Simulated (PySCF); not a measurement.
Si(GeH3)(H)2(OMe) (CH8GeOSi), SMILES [SiH2]([GeH3])OC. Geometry: PBE0-D3(BJ)/def2-SVP. This is a generated structure with no PubChem entry under its InChIKey; it may be hypothetical. Other conformers were not sampled.

Computed equilibrium geometry at PBE0-D3(BJ)/def2-SVP (PySCF confirms it by a frequency run) as a Z-matrix (one conformer of several):
```
Si
O 1 1.6675
C 2 1.3995 1 124.08
H 3 1.1004 2 108.70 1 -178.97
H 3 1.1061 4 107.95 2 -121.86
H 3 1.1064 4 107.85 5 -116.28
H 1 1.4890 2 106.13 3 178.82
H 1 1.5004 7 109.44 2 119.45
Ge 1 2.3894 7 110.37 8 119.62
H 9 1.5405 1 111.09 7 59.64
H 9 1.5416 10 108.32 1 121.02
H 9 1.5420 10 107.92 11 116.41
```
